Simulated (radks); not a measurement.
Results of a calculation; reference values are marked as such.
Species: In IV. Configuration: [Kr] 4d7.5 5p2.5 (fractional occupations, a model configuration).

Level of theory: scalar-relativistic Kohn-Sham, PBEsol, spin-polarised, spherical densities, point nucleus; open shells are filled with parallel spins first (spin-orbit coupling, left out, can overturn this in heavy ions) (a radial shooting solver on a logarithmic mesh with Libxc functionals).

Energy parts (hartree):
part                        energy
total                  -5874.57128
kinetic                 6123.06535
electron-nucleus      -14127.53895
Hartree                 2284.98676
exchange-correlation    -155.08444

Orbitals (lengths in bohr, moments of r in powers of bohr; <r^-3> diverges for s and p1/2; r(max) is where P^2 peaks; r(90%) holds 90 % of the orbital's charge):
orbital  occ.  eigenvalue (hartree)   <1/r>  <r^-3>   r(max)  r(90%)
1s up       1             -1021.255   51.84       -  0.01923  0.0534
1s down     1             -1021.251   51.84       -  0.01923  0.0534
2s up       1             -154.5283   11.81       -   0.1087   0.199
2s down     1             -154.5023   11.81       -   0.1087   0.199
2p up       3             -138.9103   11.38    4370  0.08694   0.183
2p down     3             -138.8884   11.38    4371  0.08694   0.183
3s up       1             -30.80991   4.180       -   0.3156   0.513
3s down     1             -30.79300   4.180       -   0.3157   0.513
3p up       3             -25.69851   3.982   800.8   0.3089   0.522
3p down     3             -25.67952   3.982   800.7   0.3089   0.522
3d up       5             -17.76416   3.755   110.1   0.2580   0.512
3d down     5             -17.73821   3.755   110.0   0.2581   0.511
4s up       1              -6.18894   1.654       -   0.7664    1.21
4s down     1              -6.09462   1.657       -   0.7658    1.21
4p up       3              -4.63805   1.508   146.7   0.8099    1.32
4p down     3              -4.54174   1.510   147.2   0.8092    1.32
4d up       5              -2.36487   1.227   14.47   0.9053    1.65
4d down   2.5              -2.26342   1.232   14.60   0.9041    1.64
5p up     2.5              -1.15466  0.5502   21.10    2.131    3.36
5p down     0              -1.03224  0.5463   20.83    2.136    3.40

The highest occupied level is 5p up at -31.420 eV. Spin moment in Bohr magnetons: 5.
